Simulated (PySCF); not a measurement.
Zr(Cl)(OH)3 (ClH3O3Zr), SMILES [OH][Zr]([Cl])([OH])[OH], multiplicity 1. Geometry optimised at B3LYP-D3(BJ)/def2-SVP. The multiplicity is an assumed one; no other spin state was optimised. The structure was generated by enumeration; whether it is a known compound was not checked. The def2 effective core potentials stand for the cores of Zr; spin–orbit coupling is left out. One conformer was computed; it need not be the lowest.

Question: Give the equilibrium geometry at B3LYP-D3(BJ)/def2-SVP (PySCF confirms it by a frequency run) as Cartesian coordinates in Å, and its point group. (The exact figures need the calculation; the answer reports its results.)

Answer: This is not unique; one that fits is point group C3v.
```xyz
8

Zr     0.0000     0.0000     0.2723
Cl     0.0000     0.0000    -2.1261
O     -1.5742     0.9089     0.8931
H     -2.3364     1.3489     1.2727
O      1.5742     0.9089     0.8931
H      2.3364     1.3489     1.2727
O      0.0000    -1.8177     0.8931
H      0.0000    -2.6978     1.2727
```
